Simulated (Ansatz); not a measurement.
Born–Oppenheimer molecular dynamics of BCl₃H₂O (7 atoms, charge 0, multiplicity 1). It starts at the highest image of a converged band. Of that band: The profile has 2 maxima (images 1, 3) with wells between them (image 2): this band takes more than one step, which may be the mechanism or a detour left from its start path. A structure lower than the first end lies on the path between it and the top, so the climb from that side starts below the end, which may itself be a saddle point or a shallow side well. Neighbouring images differ by up to 1.5 eV, so the band resolves the path poorly. A vibrational analysis at the climbing image gives one clearly imaginary mode, 1209i cm⁻¹: a first-order saddle point.

Theory: Ansatz 0.2.0, RHF/def2-SVP.

```yaml
ensemble: NVE (velocity Verlet)
time_step: 0.5 fs
steps_asked: 200
starting_velocities_drawn_for: 100 K
seed: 11041
```

First frame:

```xyz
7
Properties=species:S:1:pos:R:3
B 0.048 -0.353 -0.179
Cl -0.015 0.144 2.200
Cl 1.556 0.311 -0.759
Cl -1.503 0.085 -0.886
O 0.114 -1.707 0.382
H -0.678 -2.216 0.236
H 0.128 -1.294 1.428
```

Task: What does the run give?

Result: The run went to its last step.

- steps done: 200
- time covered: 100 fs
- mean temperature over the second half: 2227 K
- spread of the potential energy over the second half: 15.4 meV per atom
- mean potential energy of the second half above the start: -196.4 meV per atom

The conserved energy stayed within 0.45 meV per atom of its start (net change -0.39 meV per atom), so the integration is sound. The kinetic energy rose, since the run started high on the potential surface and went downhill. It ends in pieces (BCl2HO + ClH), so much of that is their flight and rotation, not heat. A run of 0.1 ps of so small a system gives no equilibrium averages. The orbitals stay closed-shell, which can raise the energy where a bond breaks towards radicals; this wasn't checked here.

Task: What happens to the structure?

Result: Between its relaxed ends the band would form B1–O5, Cl2–H7 and break B1–Cl2, O5–H7. These pairs go: B1–O5 1.47 → 1.33 Å, Cl2–H7 1.64 → 1.29 Å, B1–Cl2 2.43 → 4.47 Å, O5–H7 1.12 → 4.08 Å. In the last frame they stand as after the step (other bonds may differ from the relaxed reactants and products). It ends as BCl2HO + ClH. Pairs count as bonded within 1.25 times the sum of covalent radii (0.12 Å more for H–H). This is one draw of velocities; another would differ in detail.

Task: How do temperature and energy run in time?

Result: 
```json
{"time (fs)": "0", "T (K)": "100", "potential energy less start (eV)": "0.000", "conserved less start (meV/atom)": "0.00"}
{"time (fs)": "8", "T (K)": "112", "potential energy less start (eV)": "-0.008", "conserved less start (meV/atom)": "0.03"}
{"time (fs)": "16", "T (K)": "746", "potential energy less start (eV)": "-0.417", "conserved less start (meV/atom)": "0.15"}
{"time (fs)": "24", "T (K)": "1690", "potential energy less start (eV)": "-1.030", "conserved less start (meV/atom)": "-0.37"}
{"time (fs)": "32", "T (K)": "1737", "potential energy less start (eV)": "-1.057", "conserved less start (meV/atom)": "0.10"}
{"time (fs)": "40", "T (K)": "2200", "potential energy less start (eV)": "-1.360", "conserved less start (meV/atom)": "-0.37"}
{"time (fs)": "48", "T (K)": "1854", "potential energy less start (eV)": "-1.132", "conserved less start (meV/atom)": "0.26"}
{"time (fs)": "56", "T (K)": "2120", "potential energy less start (eV)": "-1.307", "conserved less start (meV/atom)": "-0.24"}
{"time (fs)": "64", "T (K)": "2117", "potential energy less start (eV)": "-1.303", "conserved less start (meV/atom)": "0.09"}
{"time (fs)": "72", "T (K)": "2515", "potential energy less start (eV)": "-1.563", "conserved less start (meV/atom)": "-0.39"}
{"time (fs)": "80", "T (K)": "2295", "potential energy less start (eV)": "-1.419", "conserved less start (meV/atom)": "0.02"}
{"time (fs)": "88", "T (K)": "2195", "potential energy less start (eV)": "-1.355", "conserved less start (meV/atom)": "-0.10"}
{"time (fs)": "96", "T (K)": "2131", "potential energy less start (eV)": "-1.313", "conserved less start (meV/atom)": "0.04"}
```

The run took 8.7 min on 1 thread of Intel(R) Xeon(R) Platinum 8175M CPU @ 2.50GHz (Skylake/Cascade Lake), on a shared host, peak memory 0.2 GiB.
